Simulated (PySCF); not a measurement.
**[Gd(S2)2]−: one run**

[Gd(S2)2]− (singlet in the valence; each metal's 4f electrons, 7 of them, lie in its core potential, out of spins and levels). PySCF 2.14.0, RKS B3LYP, Gd lcecp-1-SVP with ECP53, S def2-SVP; non-relativistic Hamiltonian with scalar-relativistic core potentials where named; density fitting; no spin-orbit coupling. Purpose: all atoms moved at random, sigma 0.1 A.

```python
mol = gto.M(atom='''
Gd     0.16202     0.08838    -0.00543
S      0.82501     0.90302     2.37927
S     -0.82315    -0.77853     2.52565
S      0.80219    -0.86186    -2.34527
S     -0.96608     0.64900    -2.55422''',
    basis={'Gd': 'lcecp-1-SVP', 'S': 'def2-SVP'},
    ecp={'Gd': 'lcecp-1-SVP'},
    charge=-1, spin=0)
mf = dft.RKS(mol, xc='B3LYP')
mf.grids.atom_grid = (50, 194)  # f atoms: unpruned, at least (60, 302)
mf = mf.density_fit()  # fitting sets: Gd AutoAux, S def2-universal-JKFIT
mf.conv_tol = 1e-08; mf.max_cycle = 55
mf.kernel(dm0)  # dm0: converged density of the relaxed state
mf.nuc_grad_method().kernel()
```

Run from Python with OMP_NUM_THREADS=2; the lines above give its settings. Where DIIS fails, smearing, a level shift and second-order steps follow.
It took 3.5 s on 2 threads of Intel(R) Xeon(R) 6975P-C (Granite Rapids) (shared host), from an already converged density.

Question: Where do the frontier levels lie, over both spins?

Answer: HOMO -1.38 eV, LUMO 1.33 eV. The 4f levels lie in the core potential and are missing.

Question: What are the Mulliken charges and spins?

Answer: 
```json
{"atom": "Gd1", "charge (e)": "0.648", "spin (e)": "0.000"}
{"atom": "S2", "charge (e)": "-0.409", "spin (e)": "0.000"}
{"atom": "S3", "charge (e)": "-0.415", "spin (e)": "0.000"}
{"atom": "S4", "charge (e)": "-0.404", "spin (e)": "0.000"}
{"atom": "S5", "charge (e)": "-0.419", "spin (e)": "0.000"}
```
The spin of the 4f electrons in the core isn't counted.

Question: What forces act on the atoms (eV/Å)?

Answer: 
```
Gd  -1.45 -0.24 -0.01
S   -0.47 -0.54  0.43
S    1.19  1.10 -1.23
S   -0.46  0.44 -0.36
S    1.19 -0.76  1.18
```
Forces carry noise of the integration grid, about 0.01 to 0.03 eV/Å.

Question: How does its energy compare with the relaxed singlet of charge -1 in vacuum?

Answer: It lies 0.491 eV higher.

An lcecp potential fixes the number of 4f electrons, so in runs with it no electron can move into or out of that shell.
